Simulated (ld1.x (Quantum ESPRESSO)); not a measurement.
## What one change does to a pseudopotential (lead (Pb), TM)

Pb, norm-conserving Troullier–Martins (Kleinman–Bylander form), made with ld1.x (Quantum ESPRESSO) 7.5 (revPBE, scalar-relativistic). Core [Xe] 4f14 5d10, reference 6s2 6p2. Waves: 6s (bound): rc 1.80 bohr; 6p (bound): rc 2.65 bohr; 6d channel at 0.15 Ry: rc 2.50 bohr. Local part: all-electron potential smoothed inside 1.50 bohr (lloc = -1). Core correction: none.

All-electron outer shells of the reference configuration (revPBE, scalar-relativistic, ld1.x):

| shell | level (eV) | outermost node (bohr) | outermost maximum (bohr) |
| --- | --- | --- | --- |
| 5p | -85.80 | 0.49 | 0.89 |
| 5d | -21.15 | 0.52 | 1.07 |
| 6s | -11.97 | 1.01 | 1.98 |
| 6p | -3.43 | 1.18 | 2.67 |

Change: core correction a·sin(br)/r model core inside 1.94 bohr.

Cutoffs: the cutoffs (Ry, on a coarse ladder) from which the occupation-weighted sum of valence levels, in a spherical-Bessel basis at the reference potential, stays within 10 and 1 mRy of its value at 400 Ry; they do not see the model core or the augmentation charge, which bear on the density cutoff. Errors are all-electron minus pseudo energies relative to the spin-unpolarised reference configuration.

Question: What does the change do?

Answer: The potential gets neither clearly harder nor softer (25 Ry and 45 Ry → 25 Ry and 45 Ry); both files keep a bound ghost (p, s); of the 7 tests that both files solve, the error grows in 6 and shrinks in 1 by more than 15 % and 0.3 meV (median size 16.3 → 44.8 meV). A model core, the more so a compact one, raises the density cutoff, which this test does not measure.

```csv
quantity,base,changed
"cutoff, loose",25 Ry,25 Ry
"cutoff, tight",45 Ry,45 Ry
bound ghosts,"s, p","s, p"
"error for 6s2 6p1, meV [ΔE 6.49 eV]",+3.5,-20
"error for 6s2 6p0, meV [ΔE 19.81 eV]",+57,-130
"error for 6s1 6p0, meV [ΔE 52.08 eV]",+34,-655
"error for 6s2 6p2.3, meV [ΔE -0.78 eV]",+0.6,-0.2
"error for 6s2 6p1.5, meV [ΔE 2.45 eV]",+0.3,-3.8
"error for 6s1 6p3, meV [ΔE 8.73 eV]",+20,-45
"error for 6s1 6p2, meV [ΔE 16.02 eV]",-16,-100
s: phases at 2.89 bohr within 0.05 rad from the reference energy up to (Ry; the scan ends near 5),1.7,1.7
p: phases at 2.89 bohr within 0.05 rad from the reference energy up to (Ry; the scan ends near 5),3.2,3.2
d: phases at 2.89 bohr within 0.05 rad from the reference energy up to (Ry; the scan ends near 5),0.5,0.5
```

Base: These tests converged, but a pseudo level misses the all-electron one widely, so the file describes the atom poorly there or has found another state: 6s1 6p0: empty 6p by 2.8 eV (a node warning on the way). A true bound ghost makes a file unfit for plane-wave use even where its test errors are small: the radial tests pick states by their node count and pass the ghost by.
